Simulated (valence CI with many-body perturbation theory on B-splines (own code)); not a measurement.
## Sensitivity of CI+MBPT for Cs²⁴⁺

Computed by configuration interaction combined with many-body perturbation theory (CI+MBPT): three valence electrons over a frozen Dirac-Fock core [Ar] 3d10, radial functions for each j: 6 s, 6 p, 5 d, 3 f, 1 g, with the one-electron correlation potential Σ1, the two-electron term Σ2, the three-electron term Σ3, Breit, model QED; selected CI, second order for the rest, scaled by the run's own slope (own B-spline code, finite nucleus).

No measured levels were compared; by estimate levels hold to about 250 cm⁻¹ or 0.2 % of their energy and the worst to 1 %, as in measured heavy ions of charge 2 to 7; those with d or f electrons hold less well.

The reference run has the lowest level (4s^2 4p1/2) J=1/2 and an ionisation energy of 791.936 eV. Its largest variational space holds 3121 state functions.

Levels are named by their leading jj configuration (3d3/2^4 stands for four electrons in 3d with j = 3/2), which in mixed levels can hold well under half, so a name can repeat and another be missing. Letters in brackets count levels of one name in rising energy.

Changed runs:
A. correlating orbitals by l 3 3 3 2 1 → 4 4 3 0 0; shift of the energy in Σ1 (hartree) 0 → -12.15
B. scale of Σ1 1 → 0.9; highest l with Σ1, explicit Σ2 and valence Breit (higher l get mean screening factors) 3 → 1
C. core polarisation of operators on → off
D. start configuration 4s2 4p1 → 4s3 (bad on purpose)

Excitation energies of the reference run in cm⁻¹, and shifts in cm⁻¹:

| Level | Reference | A | B | C |
| --- | --- | --- | --- | --- |
| (4s^2 4p3/2) J=3/2 | 155023 | -132 | -76 | 0 |
| (4s 4p1/2^2) J=1/2 | 416411 | -143 | -105 | 0 |
| (4s 4p1/2 4p3/2) J=3/2 [a] | 521704 | -457 | -210 | 0 |
| (4s 4p1/2 4p3/2) J=5/2 | 558316 | -237 | -18 | 0 |
| (4s 4p1/2 4p3/2) J=3/2 [b] | 618259 | +123 | +260 | 0 |
| (4s 4p1/2 4p3/2) J=1/2 | 648813 | +319 | +283 | 0 |
| (4s 4p3/2^2) J=5/2 | 704700 | -278 | -88 | 0 |
| (4s 4p3/2^2) J=1/2 | 804022 | +377 | +2.2 | 0 |
| (4s 4p3/2^2) J=3/2 | 810895 | +177 | -50 | 0 |
| (4s^2 4d3/2) J=3/2 | 924798 | +835 | -12160 | 0 |
| (4s^2 4d5/2) J=5/2 | 952323 | +754 | -12791 | 0 |
| (4p1/2^2 4p3/2) J=3/2 | 1058950 | -42 | +369 | 0 |
| Ionisation energy (eV) | 791.936 | -0.387 | -0.209 | 0 |

No effect on these energies: C.

Run D: It gave no result: a shell was given more electrons than it holds. The program said: "a valence shell holds more than 4l+2 electrons".
